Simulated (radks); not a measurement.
Q: Ionisation of the selenium ion Se2+, [Ar] 3d10 4s2 4p2, to [Ar] 3d10 4s2 4p1 as the strength of local exchange is varied. Calculated with a radial shooting solver on a logarithmic mesh with Libxc functionals: scalar-relativistic Kohn-Sham, Slater X-alpha exchange (alpha = 2/3 is LDA exchange), no correlation, spin-polarised, spherical densities, point nucleus; open shells are filled with parallel spins first.

| alpha | E(Se2+) (hartree) | exchange (hartree) | IE (eV) | -e of the level emptied (eV) | <r> of it (bohr) |
|---|---|---|---|---|---|
| 0.612 | -2416.07156 | -74.13415 | 29.873 | 24.619 (4p) | 2.012 |
| 0.66 | -2421.89875 | -80.13309 | 30.590 | 25.321 (4p) | 1.993 |
| 0.687 | -2425.18244 | -83.51924 | 30.997 | 25.720 (4p) | 1.982 |
| 0.837 | -2443.50253 | -102.48501 | 33.305 | 27.990 (4p) | 1.926 |
| 0.842 | -2444.11546 | -103.12169 | 33.384 | 28.067 (4p) | 1.924 |
| 0.972 | -2460.10257 | -119.77680 | 35.452 | 30.111 (4p) | 1.879 |
| x | -2422.74967 | -81.01017 | 30.695 | 25.424 (4p) | 1.990 |

Which alpha was used in the last row?

A: alpha = 0.667. NIST Atomic Spectra Database: 31.70 eV (measured). The Delta-SCF value meets it near alpha = 0.73. Open shells are spherical and high-spin; term and fine-structure splittings are not resolved.
